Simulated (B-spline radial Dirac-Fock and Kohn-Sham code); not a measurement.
**Electron momentum distribution of Ag¹⁰⁺: Compton profiles**

System: Ag¹⁰⁺ in the configuration 1s2 2s2 2p6 3s2 3p6 3d10 4s2 4p6 4d1.

Input file task.json (cfg lists n, l and occupation; rrms is the nuclear radius in fm):

```json
{"items": [{
  "Z": 47,
  "q": 10,
  "cfg": [[1, 0, 2], [2, 0, 2], [2, 1, 6], [3, 0, 2], [3, 1, 6], [3, 2, 10], [4, 0, 2], [4, 1, 6], [4, 2, 1]],
  "A": 107,
  "rrms": 4.5454,
  "do": ["scatter"],
  "s": [0.0, 0.08, 0.1, 0.12, 0.15, 0.18, 0.22, 0.26, 0.32, 0.39, 0.48, 0.58, 0.71, 0.86, 1.05, 1.28, 1.56, 1.91, 2.32, 2.83, 3.45, 4.2, 5.12],
  "pz": [0, 0.1, 0.14, 0.2, 0.29, 0.42, 0.6, 0.86, 1.2, 1.8, 2.5, 3.6, 5.1, 7.3, 10.0, 15.0, 21.0, 31.0, 44.0, 63.0, 90.0],
  "hv_scatter": [1000, 2000, 5000, 8047.8, 17479.3, 20000, 30000, 1000000]
}]}
```

Run with: `python xray_run.py task.json out`

Method: the impulse approximation on relativistic Hartree-Fock (Dirac-Fock) wave functions, averaged over the configuration. Computed with a radial B-spline solver. pz is in atomic units of momentum; subshell profiles are per electron, for a selection of subshells; open shells are spread over both j values by their weights.

```
  pz    J total   J 2s1/2   J 3p1/2   J 4s1/2   J 4d5/2
   0      3.897    0.0630    0.0885     0.323     0.172
 0.2      3.882    0.0630    0.0885     0.316     0.172
0.29      3.866    0.0630    0.0885     0.309     0.172
0.42      3.832    0.0629    0.0885     0.295     0.172
 0.6      3.762    0.0627    0.0885     0.268     0.172
0.86      3.618    0.0623    0.0884     0.221     0.171
 1.2      3.356    0.0616    0.0880     0.156     0.167
 1.8      2.775    0.0598    0.0863    0.0686     0.145
 2.5      2.150    0.0570    0.0815    0.0316    0.0958
 3.6      1.585    0.0512    0.0674    0.0275    0.0307
 5.1      1.181    0.0417    0.0419    0.0139   0.00576
 7.3     0.7230    0.0276    0.0144   0.00260   0.00425
  10     0.4047    0.0142   0.00379   0.00203   0.00268
  15     0.1749   0.00335   0.00267  0.000617  0.000604
  21    0.07804   0.00153   0.00160  8.22e-05  9.66e-05
  31    0.02682   0.00132  0.000388  5.52e-05  6.69e-06
  44   0.009171  0.000632  6.47e-05  2.78e-05    < 1e-6
  63   0.002572  0.000179  7.75e-06  7.60e-06    < 1e-6
  90  0.0005977  3.79e-05    < 1e-6  1.55e-06    < 1e-6
```

J(0) = 3.897. The 4p3/2 subshell gives the largest part, 22 %.

Mean momentum ⟨p⟩ by subshell (a.u.): 1s1/2 42.6, 2s1/2 15.0, 2p1/2 20.1, 2p3/2 19.2, 3s1/2 7.15, 3p1/2 8.54, 3p3/2 8.29, 3d3/2 9.79, 3d5/2 9.69, 4s1/2 3.44, 4p1/2 3.82, 4p3/2 3.74, 4d3/2 3.99, 4d5/2 3.96.
